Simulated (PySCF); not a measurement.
## Caesium: highly charged ions in a basis for the neutral atom

Cs⁶⁺ [Kr] 4d10 5s2 5p1, Cs⁷⁺ [Kr] 4d10 5s2. Calculation: PySCF 2.14, in def2-TZVP with the def2 core potential (46 electrons); a scalar-relativistic core potential. No spin-orbit coupling, so a gap to NIST mixes the basis error with missing relativistic terms.

Changed run: basis of the neutral atom used for a highly charged ion. This setting is unsound on purpose.

| species | method | sound run (hartree) | changed run (hartree) | converged |
| --- | --- | --- | --- | --- |
| Cs⁶⁺ | UHF | not run | -11.47354 | yes |
| Cs⁶⁺ | M06-L | not run | -11.56885 | yes |
| Cs⁶⁺ | LDA | not run | -11.53282 | yes |
| Cs⁷⁺ | UHF | not run | -8.53456 | yes |
| Cs⁷⁺ | M06-L | not run | -8.59994 | yes |
| Cs⁷⁺ | LDA | not run | -8.58049 | yes |

Ionisation energy of Cs⁶⁺:

| method | changed run (eV) | NIST (eV) |
| --- | --- | --- |
| UHF | 79.974 | 82.9 ± 2 |
| M06-L | 80.788 | 82.9 ± 2 |
| LDA | 80.337 | 82.9 ± 2 |

The contracted functions were made for the neutral atom and can be too rigid for a highly charged ion.
